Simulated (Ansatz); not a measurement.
Computed with Ansatz on PBE0-D4/def2-TZVP structures; ΔE is electronic, products minus reactants. CCSD(T)/CBS is the MP2 limit (def2-TZVPP, def2-QZVPP) plus CCSD(T) − MP2 in def2-TZVPP, frozen cores. Functionals use def2-TZVPP. B3LYP here is the variant with VWN-RPA as its local correlation; programs differ in this.

`FC1OC[SiH2]1` → `C[C@H]1O[Si@H]1F`  (isomerisation)

`FC1OC[SiH2]1`:

```xyz
10

F    -0.189    0.963   -1.919
C    -0.310    1.034   -0.538
O    -1.304    0.157   -0.090
C    -0.580   -1.035    0.313
Si    1.011   -0.006    0.373
H    -0.585    2.064   -0.303
H    -0.639   -1.807   -0.459
H    -0.998   -1.423    1.243
H     1.360    0.492    1.728
H     2.235   -0.439   -0.349
```

`C[C@H]1O[Si@H]1F`:

```xyz
10

C     0.997   -0.363    0.894
C     0.154    0.578    0.090
O     0.269    0.362   -1.404
Si   -1.261    0.085   -0.902
F    -1.776   -1.416   -0.900
H     0.786   -1.407    0.656
H     0.805   -0.210    1.960
H     2.060   -0.178    0.710
H     0.318    1.629    0.326
H    -2.352    0.919   -1.429
```

```csv
level,ΔE (kcal/mol),difference from CCSD(T)/CBS
B3LYP-D4,-66.9,2.8
ωB97X-V,-64.9,4.8
r2SCAN,-68.5,1.2
PBE0,-64.8,4.9
HF/def2-TZVPP,-68.2,1.5
MP2/def2-TZVPP,-72.7,-3.0
SCS-MP2/def2-TZVPP,-71.0,-1.3
SCS-MP2/def2-QZVPP,-72.0,-2.3
HF/CBS(def2),-69.1,0.6
CCSD/CBS(def2),-70.0,-0.3
CCSD(T)/CBS,-69.7,0
```

Largest T1 diagnostic among the species: 0.013.

From PBE to PBE0 (25 % exact exchange), in def2-TZVPP and without D4, ΔE moves by −1.3 kcal/mol.
